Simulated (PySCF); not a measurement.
From one molecule to another.

First species: C2H7FOSi3.
Cartesian coordinates in Å at the GFN2-xTB level; atoms count from 1:
```xyz
14
C2H7FOSi3 angstrom
O      0.0517    2.1555   -1.2733
C      0.3222    1.3903   -0.3697
Si     1.7679    0.1137   -0.4659
Si     0.2909   -1.7035   -0.3649
Si    -1.6131   -0.4743    0.2290
C     -0.6209    1.1265    0.7494
F      0.0908    0.7432    1.8859
H      2.6514    0.2937    0.6847
H      2.5084    0.3940   -1.6944
H      0.0967   -2.4385   -1.6248
H      0.6391   -2.7512    0.6053
H     -2.4119   -0.7824    1.4179
H     -2.5399   -0.0524   -0.8234
H     -1.2340    1.9848    1.0220
```

Second species: C4H6F2O2S.
SMILES with atom numbers: `[CH2:1]=[CH:2][S:3](=[O:4])(=[O:5])[CH2:6][CH:7]([F:8])[F:9]` (hydrogens: H10, H11 on C1; H12 on C2; H13, H14 on C6; H15 on C7)

Geometry (GFN2-xTB, Å), atoms numbered from 1 in this order:
```
atom  x, y, z in Å
C1     2.542    0.213    0.363
C2     1.380    0.735    0.040
S3     0.279   -0.190   -1.032
O4    -0.385    0.710   -1.932
O5     0.986   -1.311   -1.581
C6    -1.016   -0.863    0.092
C7    -1.996    0.242    0.394
F8    -1.391    1.216    1.120
F9    -3.026   -0.200    1.156
H10    3.256    0.718    0.993
H11    2.811   -0.757   -0.022
H12    1.002    1.695    0.338
H13   -1.505   -1.680   -0.431
H14   -0.533   -1.224    0.997
H15   -2.407    0.704   -0.515
```

Levels: CAM-B3LYP/def2-SVPD for HOMO energy, LUMO energy, HOMO–LUMO gap and static isotropic polarisability; TDDFT CAM-B3LYP/def2-SVPD for lowest singlet excitation; TDA CAM-B3LYP/def2-SVPD for lowest triplet excitation (Tamm–Dancoff). Geometries: GFN2-xTB. Each structure is a single optimised conformer of the isolated species, non-relativistic unless stated. Electronic properties by PySCF.

Dipoles, sizes and rotational constants follow the conformer. The torsions of the flexible species, by atom-mapped SMILES:
- `[CH2:1]=[CH:2][S:3](=[O:4])(=[O:5])[CH2:6][CH:7]([F:8])[F:9]`: C1–C2–S3–O4 -142°, C2–S3–C6–C7 79°, S3–C6–C7–F8 -67°

The conformers of `O=C1[SiH2][SiH2][SiH2][C@H]1F` aren't listed.

Values for the first species:

| Item | Value |
| --- | --- |
| HOMO energy | -8.35 eV |
| LUMO energy | -0.70 eV |
| HOMO–LUMO gap | 7.65 eV |
| Lowest singlet excitation | 3.31 eV |
| Lowest triplet excitation (Tamm–Dancoff) | 2.72 eV |
| Static isotropic polarisability | 108.4 au |

Q: Estimate the same properties for the second species, and the change in each.

A: 
| property | first | second | second less first |
| --- | --- | --- | --- |
| HOMO energy | -8.35 eV | -10.23 eV | -1.88 eV |
| LUMO energy | -0.70 eV | -0.44 eV | +0.26 eV |
| HOMO–LUMO gap | 7.65 eV | 9.79 eV | +2.14 eV |
| lowest singlet excitation | 3.31 eV | 6.29 eV | +2.98 eV |
| lowest triplet excitation (Tamm–Dancoff) | 2.72 eV | 4.45 eV | +1.73 eV |
| static isotropic polarisability | 108.4 au | 75.7 au | -32.7 au |

On the first: S1 lies 4.34 eV below the HOMO–LUMO gap; its leading configuration is HOMO→LUMO, weight 0.90. The principal polarisabilities are 91.5, 113.3 and 120.3 au; their mean is the isotropic value.

On the second: S1 lies 3.50 eV below the HOMO–LUMO gap; its leading configuration is HOMO→LUMO, weight 0.92. The principal polarisabilities are 66.0, 69.8 and 91.3 au; their mean is the isotropic value.
